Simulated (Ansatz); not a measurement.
**A barrier at the coupled-cluster level**

Start structure (MgH$_{5}$ClO$_{2}$, singlet), relaxed at PBE0-D4/def2-TZVP:

Mg1  (-0.590, 0.861, -1.195)
H2  (0.071, -0.683, -1.654)
Cl3  (-1.674, 2.695, -1.790)
H4  (0.187, -0.042, 1.052)
O5  (-0.172, 0.844, 0.773)
H6  (0.513, -1.488, -0.250)
O7  (0.655, -1.593, 0.719)
H8  (-0.540, 1.329, 1.513)
H9  (1.549, -1.923, 0.831)
(Å)

The step: MgH₃ClO ([OH2][MgH][Cl]) + H₂O → MgH₃ClO₂ ([OH][Mg]([OH2])[Cl]) + H₂; bonds formed: Mg1–O7, H2–H6, H4–O7; dative contacts that become bonds: Mg1–O5; bonds broken: Mg1–H2, H4–O5, H6–O7. Program: Ansatz 0.2.0. Basis: def2-TZVPP and def2-QZVPP. Cores are frozen in the correlated methods. The outer core shell of Li, Na, Mg and K is correlated. The def2 sets are not built for correlating such inner shells, so the correlated values are less sure here. Extrapolation: Hartree–Fock as exp(−7.88 √X), correlation as X^−2.97. Energies below are by CCSD(T) at an estimated basis limit (MP2 extrapolated from triple and quadruple zeta, plus CCSD(T) − MP2 in triple zeta).

Problem. What are the electronic barrier and the energy of the step, from the start structure to the end structure? (Judge from chemistry; the value comes from the calculation.)

Solution. By the calculation: Barrier 12.25 kcal/mol; step energy -16.85 kcal/mol (downhill); reverse barrier, their difference, 29.10 kcal/mol. Barrier and step energy count from the start structure, the reverse barrier from the end structure.

The saddle point: One imaginary mode of 1060i cm⁻¹.
```json
{"pair": "Mg1–O5", "start (Å)": "2.01", "saddle (Å)": "1.90", "end (Å)": "1.84"}
{"pair": "Mg1–O7", "start (Å)": "3.35", "saddle (Å)": "3.10", "end (Å)": "2.05"}
{"pair": "H2–H6", "start (Å)": "1.68", "saddle (Å)": "1.02", "end (Å)": "0.75"}
{"pair": "H4–O7", "start (Å)": "1.65", "saddle (Å)": "1.13", "end (Å)": "0.99"}
{"pair": "Mg1–H2", "start (Å)": "1.74", "saddle (Å)": "1.84", "end (Å)": "2.30"}
{"pair": "H4–O5", "start (Å)": "1.00", "saddle (Å)": "1.29", "end (Å)": "1.83"}
{"pair": "H6–O7", "start (Å)": "0.99", "saddle (Å)": "1.23", "end (Å)": "3.05"}
```

Zero-point energy (harmonic, PBE0-D4): ZPE is 35.82 kcal/mol at the start and 32.59 kcal/mol at the saddle, so the barrier goes from 12.25 to 9.02 kcal/mol.

T1 diagnostic: at most 0.010.

Labels in which every atom is bracketed show which atoms are joined, not bond orders.

For scale, one of the runs: CCSD(T)/def2-TZVPP, 206 basis functions, launched by `ansatz run in.yaml --threads 4 --pin off --events-out ev --progress --plain --max-ram 9574MiB`. Time: 91 s of wall clock on 4 CPU threads of an Arm Neoverse V1; the host was shared. Peak host memory: 3 GiB.
